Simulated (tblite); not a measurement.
CHCl$_{2}$ (SMILES Cl[CH-]Cl), charge -1, singlet, geometry from GFN2-xTB; GFN1-xTB (tblite 0.6.0).

Input for tblite:
```
$ tblite run mol.xyz --method gfn1 --charge -1 --spin 0 --spin-polarized --json tblite.json --no-restart

# file mol.xyz
4

C     -0.12314110    -0.01095061     0.90506640
Cl    -0.00135195     1.46667290    -0.18181659
Cl    -0.00783095    -1.46169315    -0.21812909
H      0.89495595    -0.01895205     1.36867808
```

It wrote (shortened):

```
xTB calculator
 | screened Coulomb repulsion
 | Coulomb electrostatics
 |  * isotropic Klopman-Ohno-Mataga-Nishimoto electrostatics
 |  * onsite third-order electrostatics
 | DFT-D3(BJ) dispersion correction
 | Interactions (1)
 | [1] spin polarization

halogen bonding energy    0.0000000000000E+00 Eh
repulsion energy          2.0561705178672E-02 Eh
dispersion energy        -1.1159434265297E-03 Eh
interaction energy        0.0000000000000E+00 Eh
number of electrons       2.0000000000000E+01 e
integral cutoff           1.9731147476801E+01 bohr

------------------------------------------------------------
  cycle        total energy    energy error   density error
------------------------------------------------------------
      1     -11.31118942072  -1.1330635E+01   2.4706917E-01
      2     -11.32369370781  -1.2504287E-02   1.5229922E-01
      3     -11.32455028292  -8.5657512E-04   4.0078253E-02
      4     -11.32477695179  -2.2666886E-04   4.2675316E-03
      5     -11.32478423881  -7.2870276E-06   2.9930355E-03
      6     -11.32479172722  -7.4884016E-06   9.0374436E-05
      7     -11.32479172889  -1.6711823E-09   4.8032542E-05
      8     -11.32479173000  -1.1149606E-09   1.1595262E-07
------------------------------------------------------------

electronic energy        -1.1344237491754E+01 Eh
total energy             -1.1324791730002E+01 Eh

Post processing:
 | Mayer-Wiberg bond orders

[Info] JSON dump of results written to 'tblite.json'
```
